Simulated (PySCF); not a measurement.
BH₂I, SMILES BI. Atoms are numbered in the order given.

```xyz
4

B      0.0000     0.0000     1.8490
H      0.0000     1.0473     2.3983
H      0.0000    -1.0473     2.3983
I      0.0000     0.0000    -0.2649
```
Charge 0, spin multiplicity 1.

Geometry: B3LYP-D3(BJ)/def2-TZVP. The def2 effective core potentials stand for the cores of I; spin–orbit coupling is left out.

Calculation: PySCF 2.14.0 with TDA-M06-2X/def2-TZVPD.

Vertical excitations. Isolated molecule, no solvent. State labels are in the subgroup C2v.

| state | symmetry | energy (eV) | λ (nm) | f | main pairs |
|---|---|---|---|---|---|
| S1 | A2 | 4.10 | 303 | 0.000 | HOMO→LUMO 98 % |
| S2 | A1 | 5.63 | 220 | 0.120 | HOMO−1→LUMO 91 % |
| S3 | B1 | 5.73 | 216 | 0.000 | HOMO−2→LUMO 97 % |
| S4 | B2 | 6.43 | 193 | 0.015 | HOMO→LUMO+2 70 %, HOMO→LUMO+6 15 % |
| S5 | A2 | 6.75 | 184 | 0.000 | HOMO−3→LUMO 96 % |
| S6 | B2 | 6.77 | 183 | 0.057 | HOMO→LUMO+1 88 % |
| S7 | B1 | 7.09 | 175 | 0.007 | HOMO−1→LUMO+2 68 %, HOMO−1→LUMO+6 20 % |
| S8 | A2 | 7.48 | 166 | 0.000 | HOMO→LUMO+4 98 % |
| S9 | B1 | 7.51 | 165 | 0.135 | HOMO−1→LUMO+1 88 % |
| S10 | A1 | 7.54 | 164 | 0.030 | HOMO→LUMO+3 97 % |
| T1 | A2 | 3.91 | 317 | 0 | HOMO→LUMO 96 % |
| T2 | A1 | 4.40 | 282 | 0 | HOMO−1→LUMO 98 % |
| T3 | B1 | 5.34 | 232 | 0 | HOMO−2→LUMO 97 % |
| T4 | B2 | 6.09 | 204 | 0 | HOMO→LUMO+2 61 %, HOMO→LUMO+6 27 % |
Triplets are in the Tamm–Dancoff approximation.
